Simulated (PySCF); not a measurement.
Ligands exchanged one at a time, Si C2H5-SH. Gas-phase values, no solvent. One relaxed conformer stands for each flexible species; it need not be the lowest. Strings in code marks are SMILES.

The HOMO from two functionals at the same geometries (PBE0-D4/def2-SVP), both in PySCF: PBE-D3(BJ)/def2-TZVP and B3LYP-D3(BJ)/def2-TZVP. B3LYP has the VWN-RPA correlation part, as in Gaussian. 

| species | B3LYP-D3(BJ)/def2-TZVP (eV) |
|---|---|
| 0 of 4 C2H5 replaced by SH (`CC[Si](CC)(CC)CC`) | -7.46 |
| 1 of 4 C2H5 replaced by SH | -6.76 |
| 2 of 4 C2H5 replaced by SH (`CC[Si](S)(S)CC`) | -6.79 |
| 3 of 4 C2H5 replaced by SH (`S[Si](CC)(S)S`) | -7.10 |
| 4 of 4 C2H5 replaced by SH | -7.21 |

What does PBE-D3(BJ)/def2-TZVP give for each?


- 0 of 4 C2H5 replaced by SH (`CC[Si](CC)(CC)CC`): -6.37
- 1 of 4 C2H5 replaced by SH: -5.78
- 2 of 4 C2H5 replaced by SH (`CC[Si](S)(S)CC`): -5.83
- 3 of 4 C2H5 replaced by SH (`S[Si](CC)(S)S`): -6.14
- 4 of 4 C2H5 replaced by SH: -6.25
Over these rows, drawn at random from the members with no instability flagged (it was tested for open shells, ions and some series alone), PBE minus B3LYP-D3(BJ): mean +0.99 eV, from +0.96 eV to +1.08 eV.
